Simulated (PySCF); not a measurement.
Compound: CH10NSi3 (charge -1).
Atom-mapped SMILES: `[CH3:1][SiH-:2][N:3]([SiH3:4])[SiH3:5]` (hydrogens: H6, H7, H8 on C1; H9 on Si2; H10, H11, H12 on Si4; H13, H14, H15 on Si5)

Computed, not measured: PySCF, PBE0-D3(BJ)/def2-SVP geometry optimisation, gas phase.

Task: What internal coordinates does the optimisation give?

Result: 
| bond | length (Å) |
| --- | --- |
| C1–Si2 | 1.955 |
| Si2–N3 | 1.910 |
| N3–Si4, N3–Si5 | 1.711 |
| C1–H6, C1–H7, C1–H8 | 1.105 |
| Si2–H9 | 1.558 |
| Si4–H10 and 3 like bonds | 1.505 |
| Si4–H11, Si5–H14 | 1.514 |

Bonds in one row agree within 0.01 Å and their mean is given. A selection of angles:
| angle | degrees |
| --- | --- |
| Si2–C1–H6 | 109.6 |
| Si2–C1–H8 | 114.3 |
| H6–C1–H7 | 106.9 |
| C1–Si2–N3 | 98.1 |
| C1–Si2–H9 | 96.0 |
| N3–Si2–H9 | 93.9 |
| Si2–N3–Si4 | 113.7 |
| Si2–N3–Si5 | 116.4 |
| Si4–N3–Si5 | 128.1 |
| N3–Si4–H10 | 115.9 |
| N3–Si4–H11 | 110.5 |
| N3–Si4–H12 | 113.4 |
| H10–Si4–H11 | 105.1 |
| N3–Si5–H14 | 112.0 |
| H14–Si5–H15 | 104.3 |

Dihedral angles: C1–Si2–N3–Si4 115° (anticlinal). The mirror-image conformer, all signs reversed, is as good.

The N–Si distances run from 1.711 Å (N3–Si4, drawn single) to 1.910 Å (Si2–N3, drawn single), a spread of 0.199 Å. Si4 (SiH3 silicon) is distorted tetrahedral (angles from 105.1° to 115.9°). N3 (nitrogen bridging silicon atoms) is almost planar (angles 128.1°, 116.4° and 113.7°, sum 358.3°, 0.13 Å off the plane of its three neighbours). Of the pairs four or more bonds apart, Si5···H8 is among the closest relative to their van der Waals radii: 3.27 Å, 99 % of the sum of Bondi's values. Si2 (silicon bonded to C, N and H) is pyramidal (angles 98.1°, 96.0° and 93.9°, sum 288.1°, 0.92 Å off the plane of its three neighbours).

Point group: C1 (no symmetry element, even within 0.4 Å). No PBE0-D3(BJ)/def2-SVP frequencies stand behind this structure, so it isn't proved a minimum.

Rough CPU time on one thread of a shared machine: about 5 min. These figures are those of the optimisation.
